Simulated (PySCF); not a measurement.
SrSn⁺: energy against distance

Set-up: Sr def2-SVPD with ECP28, Sn def2-SVPD with ECP28; scalar-relativistic core potentials (PySCF 2.14). Energies in eV from Sr⁺ + Sn in their ground configurations at the same level. State: ⁴Σ⁻ (quartet), unpaired electrons σ ↑, π ↑↑.

All columns are PBE. A positive dipole points towards Sn; it is taken about the centre of mass and depends on that origin.

| R (Å) | E (eV) | μ (D) | Mulliken charge on Sr (basis-dependent) | HOMO (eV) | LUMO (eV) | Mayer bond order | ⟨S²⟩ |
| --- | --- | --- | --- | --- | --- | --- | --- |
| 2.621 | -0.727 | -7.80 | 0.81 | -8.84 | -7.52 | 1.59 | 3.75 |
| 2.743 | -1.105 | -8.26 | 0.87 | -8.63 | -7.57 | 1.52 | 3.75 |
| 2.865 | -1.316 | -8.69 | 0.93 | -8.44 | -7.60 | 1.46 | 3.75 |
| 2.957 | -1.395 | -8.99 | 0.96 | -8.31 | -7.63 | 1.41 | 3.75 |
| 3.048 | -1.423 | -9.28 | 0.98 | -8.19 | -7.64 | 1.37 | 3.75 |
| 3.139 | -1.414 | -9.54 | 1.00 | -8.08 | -7.65 | 1.34 | 3.75 |
| 3.261 | -1.360 | -9.86 | 1.02 | -7.95 | -7.67 | 1.29 | 3.75 |
| 3.414 | -1.248 | -10.22 | 1.03 | -7.81 | -7.67 | 1.25 | 3.75 |
| 3.597 | -1.080 | -10.58 | 1.04 | -7.66 | -7.68 | 1.20 | 3.75 |
| 3.841 | -0.841 | -10.95 | 1.03 | -7.50 | -7.68 | 1.12 | 3.75 |

A fit through these points gives, at Re = 3.068 Å, μ = -9.33 D and dμ/dR = -2.94 D/Å; the reduced mass is 50.72 u.

**Question.** How strong is the fundamental in the double-harmonic approximation, I = 42.26·(dμ/dR)²/μred km/mol?

**Answer.** I = 42.26·(-2.94)²/50.72 = 7.20 km/mol at PBE.

Spin–orbit coupling is left out, which matters for elements this heavy, above all for dissociation energies. For an ion De counts to the pair picked by the measured ionisation energies or electron affinities, which need not be the lowest pair at this level. The state was picked by a PBE0 search and need not be the measured ground state.

At some distances an empty level lies below a filled one, because the occupation is held.
